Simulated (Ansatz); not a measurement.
Basis-set extrapolation for CH₁₀BNSi₂ (`CBN([SiH3])[SiH3]`) (PBE0-D4/def2-TZVP geometry, frozen core, Ansatz). Multiplicity 1, RHF reference.

```tsv
	def2-TZVPP	def2-QZVPP
HF	-700.842924	-700.867595
MP2 correlation	-0.744389	-0.794824
CCSD(T) correlation	-0.842886	not run
```

Energies in hartree. Use E(X) = E(∞) + A·exp(−7.88·√X) for Hartree–Fock and E(X) = E(∞) + B·X^(−2.97) for correlation, with X = 3 and 4, and add CCSD(T) minus MP2 of the smaller set to the MP2 limit.

Q: What is the CCSD(T) energy at the basis-set limit?

A: HF limit: -700.867595 + (-0.024671) × 0.13774 = -700.87099. MP2 limit: -0.794824 + (-0.050435) × 0.74074 = -0.83218. Higher-order term: -0.842886 − (-0.744389) = -0.09850. Total: -701.80167 hartree, 304.2 kJ/mol below CCSD(T)/def2-TZVPP.
